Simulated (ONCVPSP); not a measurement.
## Transferability test, ONCV potential for tin (Sn)

* Element: Sn
* Generator: ONCVPSP 4.0.1
* Type: optimised norm-conserving Vanderbilt (ONCV)
* Functional: LDA (Perdew-Wang 92)
* Relativity: scalar-relativistic
* Frozen core: [Ar] 3d10
* Valence charge: 22
* Reference configuration: 4s2 4p6 4d10 5s2 5p2
* Partial waves: 4s+5s: rc 1.15 bohr, ncon 4, nbas 8, qcut 11.6 1/bohr, 2 projectors; 4p+5p: rc 1.15 bohr, ncon 3, nbas 6, qcut 14.9 1/bohr, 3 projectors, debl 1.9 Ha; 4d: rc 1.60 bohr, ncon 4, nbas 9, qcut 9.1 1/bohr, 2 projectors, debl 0.4 Ha
* Local potential: polynomial inside 0.80 bohr (lpopt 5, dvloc0 1 Ha)
* Core correction: none

In the d channel the program set the typed energies aside and used -0.952, 0.250 Ha.

Energies are relative to the spin-unpolarised reference configuration 4s2 4p6 4d10 5s2 5p2; without spin polarisation the order of configurations can differ from experiment.

(1) Give the all-electron excitation energy and the error of the potential for: 4s2 4p6 4d10 5s2 5p1; 4s2 4p6 4d10 5s2 5p0; 4s2 4p6 4d10 5s1 5p0; 4s2 4p6 4d10 5s1 5p2.

Results:

(1)

| valence configuration | charge | ΔE all-electron (eV) | error AE − PS (meV) |
| --- | --- | --- | --- |
| 4s2 4p6 4d10 5s2 5p1 | +1 | 7.092 | -1.3 |
| 4s2 4p6 4d10 5s2 5p0 | +2 | 21.350 | -4.2 |
| 4s2 4p6 4d10 5s1 5p0 | +3 | 52.797 | -9.4 |
| 4s2 4p6 4d10 5s1 5p2 | +1 | 14.829 | -1.6 |
